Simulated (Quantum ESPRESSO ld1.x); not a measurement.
Values are calculated unless marked as measured or tabulated.
Task: Te10+, configuration [Kr] 4d6. Level of theory: scalar-relativistic Kohn-Sham, LDA (Slater exchange, VWN5 correlation), spin-polarised, spherical densities, point nucleus; open shells are filled with parallel spins first (ld1.x of Quantum ESPRESSO 7.5). Some entries of the table are withheld. Estimate them.

| orbital | occ. | eigenvalue (eV) | <r^2> (bohr^2) |
|---|---|---|---|
| 1s up | 1 | -31781.4 | 0.001050 |
| 1s down | 1 | -31781.4 | 0.001050 |
| 2s up | 1 | -5034.51 | 0.01696 |
| 2s down | 1 | -5032.98 | 0.01696 |
| 2p up | 3 | -4541.23 | 0.01340 |
| 2p down | 3 | -4540.01 | 0.01340 |
| 3s up | 1 | -1147.85 | 0.1186 |
| 3s down | 1 | -1146.80 | 0.1185 |
| 3p up | 3 | -987.570 | 0.1188 |
| 3p down | 3 | -986.439 | 0.1186 |
| 3d up | 5 | -745.195 | (1) |
| 3d down | 5 | -743.721 | (2) |
| 4s up | 1 | -338.067 | 0.6197 |
| 4s down | 1 | -333.339 | 0.6199 |
| 4p up | 3 | -286.263 | (3) |
| 4p down | 3 | -281.552 | (4) |
| 4d up | 5 | -208.977 | 0.8525 |
| 4d down | 1 | -204.402 | 0.8598 |

Result: 
(1) 3d up <r^2> (bohr^2): 0.1037
(2) 3d down <r^2> (bohr^2): 0.1036
(3) 4p up <r^2> (bohr^2): 0.6957
(4) 4p down <r^2> (bohr^2): 0.6973
